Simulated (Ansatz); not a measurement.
ClH$_{5}$SiSn (`[SiH3][SnH2][Cl]`). The species carries charge 0 and has multiplicity 1. Sn takes the def2 core potential. All single points use the PBE0-D4/def2-TZVP geometry.

```xyz
8

Si   -1.081    0.826    0.048
Sn    0.847   -0.859    0.108
Cl    2.445   -0.013   -1.387
H    -2.159    0.383    0.970
H    -1.608    0.904   -1.337
H    -0.572    2.153    0.477
H     1.660   -0.980    1.603
H     0.469   -2.415   -0.483
```

(1) What is the dipole moment at PBE/def2-TZVPP? (Best estimate.)

(2) And with r2SCAN, B3LYP, ωB97M-V? (Estimate.)

(3) Give the Mulliken charges with PBE, ωB97M-V, B3LYP in def2-TZVPP. (Estimate.)

Results:

(1) Computed: 2.61 D, with components (-2.12, -0.38, 1.47) D in this frame, pointing from negative to positive charge.

(2) Ansatz gave: r2SCAN 2.75 D, B3LYP 2.75 D, ωB97M-V 2.80 D.

(3) The calculation gave: 
```tsv
atom	PBE	ωB97M-V	B3LYP
Si1	0.02	0.01	0.08
Sn2	0.65	0.52	0.68
Cl3	-0.38	-0.37	-0.40
H4	-0.03	-0.01	-0.05
H5	-0.02	0.00	-0.04
H6	-0.02	0.00	-0.04
H7	-0.10	-0.08	-0.12
H8	-0.10	-0.08	-0.12
```

B3LYP here is the variant with VWN-RPA as its local correlation; programs differ in this.
